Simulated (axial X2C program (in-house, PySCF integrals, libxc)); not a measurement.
**Density and ELF of TaSe⁺**

Computed with an axial X2C code built on PySCF integrals. Two-component (2c) means X2C with spin–orbit coupling and atomic mean-field two-electron Coulomb and Gaunt terms. Basis: Ta dyall-cv3z [13s14p9d7f4g], Se dyall-cv3z [8s9p6d4f1g] (cores contracted in-house); Gaussian nuclei, density fitting, unrestricted open shells. Masses: Ta 180.948 u, Se 79.917 u.

PBE0, two-component, state Ω = 1 (⟨Sz⟩ = -0.99, ⟨Lz⟩ = 1.99 at PBE0); Ta at z = 0, Se at z = 2.215 Å.

The maps cover the half plane through the axis: z from -2.4 to 4.2 Å along the bond, ρ from 0.15 to 2.25 Å away from it.

log10 of the density in e/bohr³:

```
 ρ\z  -2.4  -1.8  -1.2  -0.6   0.0   0.6   1.2   1.8   2.4   3.0   3.6   4.2
0.15  -3.5  -2.6  -1.5  -0.1   1.8  -0.1  -0.8   0.2   1.1  -0.8  -1.7  -2.7
0.45  -3.5  -2.6  -1.7  -0.4   0.4  -0.5  -1.0  -0.5   0.0  -1.0  -1.8  -2.8
0.75  -3.6  -2.8  -1.9  -1.0  -0.4  -1.0  -1.2  -0.9  -0.8  -1.3  -2.0  -3.0
1.05  -3.8  -3.0  -2.2  -1.5  -1.2  -1.4  -1.4  -1.3  -1.2  -1.6  -2.3  -3.2
1.35  -3.9  -3.2  -2.5  -1.9  -1.7  -1.8  -1.8  -1.7  -1.7  -2.0  -2.7  -3.5
1.65  -4.1  -3.4  -2.8  -2.3  -2.1  -2.2  -2.2  -2.1  -2.2  -2.5  -3.0  -3.8
1.95  -4.4  -3.7  -3.1  -2.7  -2.5  -2.5  -2.6  -2.5  -2.6  -2.9  -3.4  -4.1
2.25  -4.6  -4.0  -3.4  -3.1  -2.9  -2.9  -3.0  -3.0  -3.1  -3.4  -3.8  -4.4
```

Electron localisation function (collinear form, no current term, damped to 0 at low density):

```
 ρ\z  -2.4  -1.8  -1.2  -0.6   0.0   0.6   1.2   1.8   2.4   3.0   3.6   4.2
0.15  0.01  0.09  0.28  0.59  0.26  0.51  0.59  0.51  0.71  0.51  0.83  0.40
0.45  0.01  0.07  0.18  0.59  0.34  0.48  0.64  0.17  0.37  0.71  0.80  0.34
0.75  0.01  0.06  0.10  0.36  0.59  0.26  0.69  0.53  0.36  0.83  0.72  0.23
1.05  0.01  0.06  0.11  0.24  0.40  0.20  0.69  0.76  0.76  0.80  0.58  0.12
1.35  0.00  0.06  0.17  0.32  0.39  0.28  0.62  0.70  0.71  0.66  0.37  0.04
1.65  0.00  0.05  0.23  0.43  0.43  0.33  0.46  0.54  0.53  0.42  0.16  0.01
1.95  0.00  0.02  0.21  0.41  0.42  0.29  0.27  0.32  0.29  0.18  0.04  0.00
2.25  0.00  0.01  0.10  0.26  0.29  0.18  0.12  0.13  0.11  0.05  0.01  0.00
```

Axial spin density in 10⁻³ e/bohr³:

```
 ρ\z  -2.4  -1.8  -1.2   -0.6    0.0    0.6   1.2  1.8   2.4  3.0  3.6  4.2
0.15  -0.1  -0.3  -3.8  -64.3  -31.1  -51.4  -5.9  0.5  10.2  2.3  0.5  0.1
0.45  -0.1  -0.3  -2.6  -26.3  -17.1  -23.8  -3.4  6.0   2.9  3.6  0.6  0.1
0.75  -0.1  -0.4  -2.5  -18.4  -56.1  -18.8  -2.2  7.7  10.3  3.5  0.5  0.1
1.05  -0.1  -0.4  -2.6  -14.7  -34.7  -14.7  -2.0  4.3   6.2  2.2  0.4  0.1
1.35  -0.1  -0.4  -2.1   -8.9  -16.6   -8.6  -1.6  1.7   2.6  1.1  0.2  0.0
1.65  -0.1  -0.3  -1.3   -4.5   -7.2   -4.3  -1.1  0.5   0.9  0.5  0.1  0.0
1.95   0.0  -0.2  -0.7   -2.0   -3.0   -1.9  -0.6  0.1   0.3  0.2  0.1  0.0
2.25   0.0  -0.1  -0.3   -0.8   -1.1   -0.8  -0.3  0.0   0.1  0.1  0.0  0.0
```

One determinant describes the state; a PBE0 search over occupations chose it and may have missed a lower one. Density functionals use the spin component along the axis (collinear). PBE0 can misorder states that lie within some tenths of an eV, so this need not be the ground state of the molecule. The nearest other 2c determinant of the search, Ω = 3, lies 0.47 eV up at the distance of the search. Without a current term, density functionals place determinants with orbital angular momentum somewhat too high. With several unpaired electrons one determinant need not be a pure state. The determinant is spin-polarised beyond a pure state at some levels (its spin-free form has ⟨S²⟩ too high), which makes Re and μ there less reliable.
